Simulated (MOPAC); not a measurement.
Input for MOPAC: AM1 on CH3GeI (SMILES [CH3][Ge][I]), a point of a torsion scan.

```
AM1 1SCF PRECISE CHARGE=0 THREADS=1
CH3GeI

C     -0.69104815 1    -0.02453939 1     0.03559566 1
Ge     0.92640292 1     1.20996000 1    -0.08666876 1
I      1.72567698 1     1.05823203 1     2.34689050 1
H     -0.87951849 1    -0.46299268 1     1.01446910 1
H     -1.58572489 1     0.52654100 1    -0.26519579 1
H     -0.57342405 1    -0.84035492 1    -0.68229252 1
```

It printed:

```
*******************************************************************************
 **                                                                           **
 **                              MOPAC v23.2.5                                **
 **                                                                           **
 *******************************************************************************
 ** MOPAC's Digital Object Identifier: https://doi.org/10.5281/zenodo.6511958 **
 **                                                                           **
 ** Please cite the open-source release paper for use of this MOPAC version:  **
 ** J. E. Moussa and J. J. P. Stewart (2026)                                  **
 ** MOPAC: An open-source semiempirical molecular orbital program             **
 ** J. Open Source Softw., 11(119), 8025, https://doi.org/10.21105/joss.08025 **
 *******************************************************************************

                              AM1 CALCULATION RESULTS

 *******************************************************************************
 *  AM1        - The AM1 Hamiltonian to be used
 *
 *
 *
 *                 CHARGE ON SYSTEM = 0
 *
 *
 *
 *  PRECISE    - TIGHTER CRITERIA TO BE USED
 *  1SCF       - DO 1 SCF AND THEN STOP
 *  THREADS=1  - MULTI-THREADING NOT USED
 *  T=         - A TIME OF 172800.0 SECONDS REQUESTED
 *  DUMP=N     - RESTART FILE WRITTEN EVERY 7200.0 SECONDS REQUESTED
 *******************************************************************************
AM1 1SCF PRECISE CHARGE=0 THREADS=1
 CH3GeI

   ATOM   CHEMICAL          X               Y               Z
  NUMBER   SYMBOL      (ANGSTROMS)     (ANGSTROMS)     (ANGSTROMS)

     1       C         -0.69104815  *  -0.02453939  *   0.03559566  *
     2      Ge          0.92640292  *   1.20996000  *  -0.08666876  *
     3       I          1.72567698  *   1.05823203  *   2.34689050  *
     4       H         -0.87951849  *  -0.46299268  *   1.01446910  *
     5       H         -1.58572489  *   0.52654100  *  -0.26519579  *
     6       H         -0.57342405  *  -0.84035492  *  -0.68229252  *



          CARTESIAN COORDINATES

    NO.       ATOM           X           Y           Z

     1         C         -0.6910     -0.0245      0.0356
     2        Ge          0.9264      1.2100     -0.0867
     3         I          1.7257      1.0582      2.3469
     4         H         -0.8795     -0.4630      1.0145
     5         H         -1.5857      0.5265     -0.2652
     6         H         -0.5734     -0.8404     -0.6823

  H: (AM1): M.J.S. DEWAR ET AL, J. AM. CHEM. SOC. 107 3902-3909 (1985)
  C: (AM1): M.J.S. DEWAR ET AL, J. AM. CHEM. SOC. 107 3902-3909 (1985)
 Ge: (AM1): M.J.S.Dewar and C.Jie, Organometallics, 8, 1544, (1989)
  I: (AM1): M.J.S. DEWAR AND E. G. ZOEBISCH, THEOCHEM, 180, 1 (1988).

           Empirical Formula: C H3 Ge I  =     6 atoms



      MOLECULAR POINT GROUP   :   Cs


      RHF CALCULATION, NO. OF DOUBLY OCCUPIED LEVELS = 9


 -------------------------------------------------------------------------------
 AM1 1SCF PRECISE CHARGE=0 THREADS=1
 CH3GeI



     1SCF WAS SPECIFIED, SO BFGS WAS NOT USED
     SCF FIELD WAS ACHIEVED


                              AM1 CALCULATION
                                                       MOPAC v23.2.5 Linux




          FINAL HEAT OF FORMATION =         51.49880 KCAL/MOL =     215.47100 KJ/MOL


          COSMO AREA              =        126.84 SQUARE ANGSTROMS
          COSMO VOLUME            =        121.09 CUBIC ANGSTROMS

          IONIZATION POTENTIAL    =          8.739921 EV
          HOMO LUMO ENERGIES (EV) =         -8.740 -2.519
          NO. OF FILLED LEVELS    =          9
          MOLECULAR WEIGHT        =        214.5292         POINT GROUP:  Cs

          MOLECULAR DIMENSIONS (Angstroms)

            Atom       Atom       Distance
            H     5    I     3     4.25101
            H     4   Ge     2     2.52788
            H     6    H     5     1.70840


          SCF CALCULATIONS        =          1





   ATOM   CHEMICAL          X               Y               Z
  NUMBER   SYMBOL      (ANGSTROMS)     (ANGSTROMS)     (ANGSTROMS)

     1       C         -0.69104815  *  -0.02453939  *   0.03559566  *
     2      Ge          0.92640292  *   1.20996000  *  -0.08666876  *
     3       I          1.72567698  *   1.05823203  *   2.34689050  *
     4       H         -0.87951849  *  -0.46299268  *   1.01446910  *
     5       H         -1.58572489  *   0.52654100  *  -0.26519579  *
     6       H         -0.57342405  *  -0.84035492  *  -0.68229252  *

                             CARTESIAN COORDINATES

   1    C       -0.691048150    -0.024539390     0.035595660
   2   Ge        0.926402920     1.209960000    -0.086668760
   3    I        1.725676980     1.058232030     2.346890500
   4    H       -0.879518490    -0.462992680     1.014469100
   5    H       -1.585724890     0.526541000    -0.265195790
   6    H       -0.573424050    -0.840354920    -0.682292520


           Empirical Formula: C H3 Ge I  =     6 atoms



      MOLECULAR POINT GROUP   :   Cs


                  EIGENVALUES
 -30.22121 -28.29739 -14.03601 -13.91793 -12.54467 -11.36394 -10.51883 -10.41570
  -8.73992  -2.51869  -1.41578   0.76117   4.06352   4.17716   4.88152


              NET ATOMIC CHARGES AND DIPOLE CONTRIBUTIONS

  ATOM NO.   TYPE          CHARGE      No. of ELECS.   s-Pop       p-Pop
    1          C          -0.504723        4.5047     1.27299     3.23173
    2         Ge           0.475167        3.5248     1.35575     2.16908
    3          I          -0.239118        7.2391     1.98009     5.25903
    4          H           0.091641        0.9084     0.90836
    5          H           0.088539        0.9115     0.91146
    6          H           0.088494        0.9115     0.91151
 DIPOLE           X         Y         Z       TOTAL
 POINT-CHG.     0.502     1.269    -2.936     3.237
 HYBRID        -2.048    -2.167     2.132     3.665
 SUM           -1.545    -0.899    -0.804     1.960


          ATOMIC ORBITAL ELECTRON POPULATIONS

     Atom    s        px        py        pz
    1  C   1.27299   1.10993   1.07651   1.04529
    2 Ge   1.35575   0.59953   0.50292   1.06663
    3  I   1.98009   1.93291   1.96952   1.35659
    4  H   0.90836
    5  H   0.91146
    6  H   0.91151

 **********************
 *                    *
 * JOB ENDED NORMALLY *
 *                    *
 **********************




 == MOPAC DONE ==
```

The run finished.

Cost: around 0.03 core-seconds (rough).
